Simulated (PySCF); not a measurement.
PySCF job for C₂H₁₂N₂Si₂, SMILES C[Si@H](CN)N[SiH3], TDA-LC-ωPBE/def2-SVPD. Coordinates come from a B3LYP-D3(BJ)/def2-SVP optimisation. The structure was generated by enumeration; whether it is a known compound was not checked. The values are those of a single conformer.

```python
import numpy as np
from pyscf import gto, scf, dft, tdscf

mol = gto.M(
    atom='''
    C    -0.48102458   -2.06515526   -1.05286567
    Si    0.35508615   -0.38506701   -0.92134342
    C     1.80330381   -0.48079835    0.29242339
    N     2.34449317    0.85790056    0.51469059
    N    -0.76227401    0.84995560   -0.35120011
    Si   -1.75279636    0.82946373    1.07792484
    H    -0.87935910   -2.38297291   -0.07528356
    H    -1.31928633   -2.03413130   -1.76701773
    H     0.22954875   -2.83688459   -1.39257046
    H     0.82303537    0.07765675   -2.25965665
    H     2.57941909   -1.12719217   -0.15785668
    H     1.46226561   -1.01456973    1.20934052
    H     3.05270242    0.85949768    1.24835996
    H     1.60145929    1.48665834    0.82040793
    H    -0.87762422    1.64667553   -0.97291025
    H    -1.30541896   -0.33058607    1.90167732
    H    -3.21318101    0.67117853    0.79505351
    H    -1.59482765    2.08384439    1.87653666
    ''',
    basis='def2-SVPD',
    charge=0,
    spin=0,
    max_memory=1600,
    verbose=4,
)
mf = dft.RKS(mol, xc='lc_wpbe').density_fit(auxbasis='def2-universal-jkfit')
mf.grids.level = 3
mf.conv_tol = 1e-9
mf.max_cycle = 100
mf.kernel()
mf.grids = dft.Grids(mol).set(level=1).build(with_non0tab=True)  # coarser grid for the response kernel
td = tdscf.TDA(mf)
td.singlet = True
td.nstates = 6
td.conv_tol = 1e-4
td.positive_eig_threshold = 1e-6
td.kernel(x0=td.get_init_guess(mf, 11))
td.analyze()
tt = tdscf.TDA(mf)
tt.singlet = False
tt.nstates = 2
tt.conv_tol = 1e-4
tt.positive_eig_threshold = 1e-6
tt.kernel(x0=tt.get_init_guess(mf, 7))
tt.analyze(verbose=3)
```

Output:

```
PySCF version 2.14.0

[INPUT] verbose = 4
[INPUT] num. atoms = 18
[INPUT] num. electrons = 66
[INPUT] charge = 0
[INPUT] spin (= nelec alpha-beta = 2S) = 0
[INPUT] symmetry False subgroup None
[INPUT] Mole.unit = angstrom
[INPUT] Symbol           X                Y                Z      unit          X                Y                Z       unit  Magmom
[INPUT]  1 C     -0.481024580000  -2.065155260000  -1.052865670000 AA   -0.909004715384  -3.902577846105  -1.989627762257 Bohr   0.0
[INPUT]  2 Si     0.355086150000  -0.385067010000  -0.921343420000 AA    0.671015574126  -0.727671188505  -1.741086730470 Bohr   0.0
[INPUT]  3 C      1.803303810000  -0.480798350000   0.292423390000 AA    3.407750320285  -0.908577202643   0.552600119517 Bohr   0.0
[INPUT]  4 N      2.344493170000   0.857900560000   0.514690590000 AA    4.430449992213   1.621197100511   0.972624253991 Bohr   0.0
[INPUT]  5 N     -0.762274010000   0.849955600000  -0.351200110000 AA   -1.440489110774   1.606183302040  -0.663672022817 Bohr   0.0
[INPUT]  6 Si    -1.752796360000   0.829463730000   1.077924840000 AA   -3.312305072535   1.567459279960   2.036982730466 Bohr   0.0
[INPUT]  7 H     -0.879359100000  -2.382972910000  -0.075283560000 AA   -1.661747864144  -4.503166162158  -0.142265310082 Bohr   0.0
[INPUT]  8 H     -1.319286330000  -2.034131300000  -1.767017730000 AA   -2.493089843583  -3.843951058405  -3.339179566951 Bohr   0.0
[INPUT]  9 H      0.229548750000  -2.836884590000  -1.392570460000 AA    0.433784269736  -5.360934922099  -2.631576778560 Bohr   0.0
[INPUT] 10 H      0.823035370000   0.077656750000  -2.259656650000 AA    1.555311440130   0.146749989224  -4.270132204052 Bohr   0.0
[INPUT] 11 H      2.579419090000  -1.127192170000  -0.157856680000 AA    4.874395640575  -2.130084491054  -0.298305892133 Bohr   0.0
[INPUT] 12 H      1.462265610000  -1.014569730000   1.209340520000 AA    2.763281524270  -1.917258923974   2.285322374139 Bohr   0.0
[INPUT] 13 H      3.052702420000   0.859497680000   1.248359960000 AA    5.768771513597   1.624215219899   2.359058429273 Bohr   0.0
[INPUT] 14 H      1.601459290000   1.486658340000   0.820407930000 AA    3.026319457740   2.809377103401   1.550346298121 Bohr   0.0
[INPUT] 15 H     -0.877624220000   1.646675530000  -0.972910250000 AA   -1.658469416085   3.111765767723  -1.838533916282 Bohr   0.0
[INPUT] 16 H     -1.305418960000  -0.330586070000   1.901677320000 AA   -2.466884312215  -0.624717132896   3.593649312097 Bohr   0.0
[INPUT] 17 H     -3.213181010000   0.671178530000   0.795053510000 AA   -6.072032097553   1.268343602388   1.502433388274 Bohr   0.0
[INPUT] 18 H     -1.594827650000   2.083844390000   1.876536660000 AA   -3.013787474384   3.937895183311   3.546140350106 Bohr   0.0

nuclear repulsion = 385.407003988792
number of shells = 100
number of NR pGTOs = 324
number of NR cGTOs = 224
basis = def2-SVPD
ecp = {}


[settings echo left out]
init E= -771.564817870838
  HOMO = -0.28555414300316  LUMO = 0.0108346099262913  gap/eV = 8.06515
cycle= 1 E= -771.32066065694  delta_E= 0.244  |g|= 0.459  |ddm|=  5.3
  HOMO = -0.30692065963585  LUMO = 0.0736035536524722  gap/eV = 10.35459
cycle= 2 E= -771.350657921642  delta_E= -0.03  |g|= 0.355  |ddm|= 1.52
  HOMO = -0.355740496578434  LUMO = 0.0710529326570097  gap/eV = 11.61364
cycle= 3 E= -771.376900212861  delta_E= -0.0262  |g|= 0.0623  |ddm|= 0.527
  HOMO = -0.352435269583441  LUMO = 0.0747976820599274  gap/eV = 11.62560
cycle= 4 E= -771.377934455396  delta_E= -0.00103  |g|= 0.0177  |ddm|= 0.168
  HOMO = -0.350798347649306  LUMO = 0.0745559195829912  gap/eV = 11.57448
cycle= 5 E= -771.378024504942  delta_E= -9e-05  |g|= 0.00589  |ddm|= 0.081
  HOMO = -0.351627129230851  LUMO = 0.0744694696692827  gap/eV = 11.59468
cycle= 6 E= -771.378034428447  delta_E= -9.92e-06  |g|= 0.00131  |ddm|= 0.0186
  HOMO = -0.351472684127511  LUMO = 0.0744601543099113  gap/eV = 11.59022
cycle= 7 E= -771.378035137436  delta_E= -7.09e-07  |g|= 0.000577  |ddm|= 0.0132
  HOMO = -0.351525856344844  LUMO = 0.0744660930879575  gap/eV = 11.59183
cycle= 8 E= -771.378035262628  delta_E= -1.25e-07  |g|= 0.000123  |ddm|= 0.00398
  HOMO = -0.351528644918547  LUMO = 0.074461503226197  gap/eV = 11.59178
cycle= 9 E= -771.37803527666  delta_E= -1.4e-08  |g|= 3.55e-05  |ddm|= 0.00224
  HOMO = -0.351529608486061  LUMO = 0.0744623897235615  gap/eV = 11.59183
cycle= 10 E= -771.378035277632  delta_E= -9.72e-10  |g|= 1.08e-05  |ddm|= 0.000377
  HOMO = -0.351528987221964  LUMO = 0.0744622282771372  gap/eV = 11.59181
Extra cycle  E= -771.37803527778  delta_E= -1.48e-10  |g|= 5.2e-06  |ddm|= 7.35e-05
converged SCF energy = -771.37803527778
tot grids = 63088
Overwritten attributes  positive_eig_threshold  of <class 'pyscf.tdscf.rks.TDA'>


******** <class 'pyscf.tdscf.rks.TDA'> for <class 'pyscf.df.df_jk.DFRKS'> ********
nstates = 6 singlet
deg_eia_thresh = 1.000e-03
wfnsym = None
conv_tol = 0.0001
eigh lindep = 1e-12
eigh level_shift = 0
eigh max_cycle = 100


Excitation energies (eV)
[6.75523216 6.88878178 7.8344831  7.92274301 8.0743585  8.17525969]

** Singlet excitation energies and oscillator strengths **
Excited State   1:      6.75523 eV    183.54 nm  f=0.0069
      32 -> 34        0.22780
      32 -> 35       -0.17691
      32 -> 37        0.14064
      33 -> 34       -0.44053
      33 -> 35        0.13566
      33 -> 36       -0.22185
      33 -> 37        0.25337
Excited State   2:      6.88878 eV    179.98 nm  f=0.0143
      32 -> 34       -0.46044
      32 -> 35        0.22801
      32 -> 36       -0.10889
      33 -> 35       -0.11007
      33 -> 36       -0.18583
      33 -> 37        0.31540
      33 -> 38        0.11521
      33 -> 42        0.10553
Excited State   3:      7.83448 eV    158.25 nm  f=0.0043
      32 -> 34        0.15114
      32 -> 35        0.25230
      32 -> 38       -0.32097
      32 -> 48       -0.10047
      33 -> 34       -0.20215
      33 -> 35       -0.19190
      33 -> 36        0.20385
      33 -> 38        0.19442
      33 -> 41       -0.11708
Excited State   4:      7.92274 eV    156.49 nm  f=0.0156
      32 -> 34        0.12483
      32 -> 38        0.17796
      32 -> 42       -0.10071
      33 -> 35       -0.30106
      33 -> 36        0.18485
      33 -> 37        0.34296
      33 -> 38       -0.21751
      33 -> 39        0.24603
      33 -> 45       -0.10673
Excited State   5:      8.07436 eV    153.55 nm  f=0.0064
      32 -> 35       -0.22340
      32 -> 38       -0.23299
      32 -> 39        0.34959
      33 -> 34        0.27243
      33 -> 37        0.23915
      33 -> 39       -0.13069
      33 -> 45       -0.10216
      33 -> 49        0.10687
Excited State   6:      8.17526 eV    151.66 nm  f=0.0086
      32 -> 34       -0.28222
      32 -> 35       -0.20577
      32 -> 37       -0.14708
      32 -> 39        0.18519
      33 -> 34       -0.23031
      33 -> 35        0.12157
      33 -> 36        0.29429
      33 -> 40       -0.11784
      33 -> 41       -0.17922
      33 -> 42       -0.12702
      33 -> 49       -0.10403

** Transition electric dipole moments (AU) **
state          X           Y           Z        Dip. S.      Osc.
  1         0.1659      0.0554     -0.1046      0.0415      0.0069
  2        -0.1018     -0.1124     -0.2485      0.0848      0.0143
  3        -0.1413     -0.0487     -0.0157      0.0226      0.0043
  4         0.0384     -0.1309      0.2487      0.0805      0.0156
  5        -0.0458     -0.1324      0.1129      0.0324      0.0064
  6         0.0617      0.1372      0.1428      0.0430      0.0086

** Transition velocity dipole moments (imaginary part, AU) **
state          X           Y           Z        Dip. S.      Osc.
  1         0.0628      0.0322     -0.0279      0.0058      0.0155
  2        -0.0241     -0.0191     -0.0780      0.0070      0.0185
  3        -0.0427     -0.0113      0.0006      0.0020      0.0045
  4         0.0133     -0.0306      0.0739      0.0066      0.0151
  5         0.0039     -0.0332      0.0196      0.0015      0.0034
  6         0.0125      0.0400      0.0647      0.0059      0.0132

** Transition magnetic dipole moments (imaginary part, AU) **
state          X           Y           Z
  1         0.1860     -0.1695      0.3209
  2         0.9194     -0.8661     -0.0835
  3         0.1733      0.2165     -0.5323
  4         0.2439      0.7879      0.2332
  5        -0.0244      0.5739     -0.6784
  6        -0.0221      0.4746      0.3713


******** <class 'pyscf.tdscf.rks.TDA'> for <class 'pyscf.df.df_jk.DFRKS'> ********
nstates = 2 triplet
deg_eia_thresh = 1.000e-03
wfnsym = None
conv_tol = 0.0001
eigh lindep = 1e-12
eigh level_shift = 0
eigh max_cycle = 100


Excitation energies (eV)
[6.36588184 6.47207253]

** Triplet excitation energies and oscillator strengths **
Excited State   1:      6.36588 eV    194.76 nm  f=0.0000
Excited State   2:      6.47207 eV    191.57 nm  f=0.0000
```

Self-consistency was reached.

Cost: very roughly 12 core-minutes.
